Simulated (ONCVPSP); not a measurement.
**What one change does to a pseudopotential (lead, ONCV)**

```json
{
  "Element": "lead",
  "Generator": "ONCVPSP 4.0.1",
  "Type": "optimised norm-conserving Vanderbilt (ONCV)",
  "Functional": "PBE",
  "Relativity": "scalar-relativistic",
  "Frozen core": "[Xe] 4f14",
  "Valence charge": "14",
  "Reference configuration": "5d10 6s2 6p1 (charge +1)",
  "Partial waves": "6s: rc 1.95 bohr, ncon 3, nbas 8, qcut 3.4 1/bohr, 2 projectors, debl 3.9 Ha; 6p: rc 2.60 bohr, ncon 4, nbas 7, qcut 3.8 1/bohr, 2 projectors, debl 2.8 Ha; 5d: rc 1.25 bohr, ncon 4, nbas 9, qcut 7 1/bohr, 2 projectors, debl 1.1 Ha",
  "Local potential": "polynomial inside 0.95 bohr (lpopt 5, dvloc0 4 Ha)",
  "Core correction": "Teter function, fcfact 1.75, rcfact 1.1"
}
```

Change: s: rc 2.32.

Cutoffs: the cutoffs (Ha) at which the residual kinetic energy of the hardest occupied pseudo-wave falls to 1 and 0.1 mHa per electron; they do not see the model core or the augmentation charge, which bear on the density cutoff. Errors are all-electron minus pseudo energies relative to the spin-unpolarised reference configuration.

Q: Predict the effect on cutoff, ghosts and configuration errors.

A: The potential gets neither clearly harder nor softer (24 Ha and 44 Ha → 24 Ha and 39 Ha); both files keep a bound ghost (p, s); of the 4 tests that both files solve, the error grows in 1 and shrinks in 1 by more than 15 % and 0.3 meV (median size 4.2 → 4.3 meV).

```tsv
quantity	base	changed
cutoff, loose	24 Ha	24 Ha
cutoff, tight	44 Ha	39 Ha
loose cutoff by channel	s 7.4 Ha, p 5.3 Ha, d 24 Ha	s 5.3 Ha, p 5.3 Ha, d 24 Ha
bound ghosts	s, p	s, p
GHOST(+) flags under 300 eV	s at 120.6 eV	s at 104.2 eV
error for 5d10 6s2 6p2, meV [ΔE -6.58 eV]	+3.3	+3.2
error for 5d10 6s2 6p0, meV [ΔE 13.44 eV]	-5.1	-4.7
error for 5d10 6s1 6p0, meV [ΔE 45.86 eV]	+3.1	-3.8
error for 5d10 6s0 6p0, meV [ΔE 88.56 eV]	+47	-9.5
p: phases at 2.63 bohr within 0.05 rad from the reference energy up to (Ha; the scan ends near 5)	4.9	4.9
d: phases at 1.27 bohr within 0.05 rad from the reference energy up to (Ha; the scan ends near 5)	to the end of the scan	to the end of the scan
rms error of d²Exc/dni dnj with the model core, mHa	2.76	2.78
```

 A true bound ghost makes a file unfit for plane-wave use even where its test errors are small: the radial tests pick states by their node count and pass the ghost by.
